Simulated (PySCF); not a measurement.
**Bond energies at PBE/def2-TZVPP beside a composite method**

PySCF, lowest determinants of a PBE0 search. The composite is CCSD(T) extrapolated to the basis-set limit from two correlation-consistent sets, with core-valence (CV) and scalar-relativistic (SR) terms as its label shows; it has no spin–orbit coupling and nothing beyond (T).

```csv
species,state (unpaired electrons),De PBE (eV),De composite (eV),composite,dissociates to
TeO,triplet (π ↑↑),4.80,4.06,CCSD(T)/CBS(TQ),Te + O
Cs2,singlet (closed shell),0.49,0.44,CCSD(T)/CBS(DT),Cs + Cs
GeC,"triplet (σ ↑, π ↑)",4.33,3.83,CCSD(T)/CBS(DT),Ge + C
SiBr,doublet (π ↑),4.07,3.88,CCSD(T)/CBS(TQ),Si + Br
NaN,triplet (π ↑↑),1.38,0.97,CCSD(T)/CBS(DT)+CV+SR,Na + N
AlSi,"quartet (σ ↑, π ↑↑)",2.78,2.55,CCSD(T)/CBS(TQ)+CV+SR,Al + Si
AgF,singlet (closed shell),3.58,3.48,CCSD(T)/CBS(TQ)+CV,Ag (4d10 5s1) + F
NaBr,singlet (closed shell),3.71,3.78,CCSD(T)/CBS(DT)+CV,Na + Br
```

**Question.** Does PBE bind more or less than the composite, by how much on average, and where is the difference largest?

**Answer.** PBE/def2-TZVPP binds more on average, method and basis taken together: the mean signed difference is +0.27 eV and the mean absolute one 0.29 eV; it is largest for TeO (+0.74 eV).

The molecules are drawn from runs that passed checks on state, spin purity and fit, so the hardest cases are missing and the errors look smaller than over all diatomics.

Correlated steps freeze the inner cores (2 to 46 orbitals); shallow outer-core shells are correlated. Closed-shell solutions of metal pairs were not tested for spin polarisation, which can lower them a little. Weak bonds: Cs2. Basis-set superposition, not corrected here, can be much of De in a small basis, most of all at correlated wavefunction levels. Functionals without a dispersion term scatter widely for such bonds, and LDA overbinds them. Spin–orbit coupling is left out, which matters for elements this heavy, above all for dissociation energies. Where the molecule has an RHF reference, its open-shell atoms are computed with UHF. The CCSD T1 diagnostic is raised in AgF, AlSi, GeC, NaN, TeO, a sign that a single reference may not be enough there. States were picked by a PBE0 search and need not be the measured ground states.
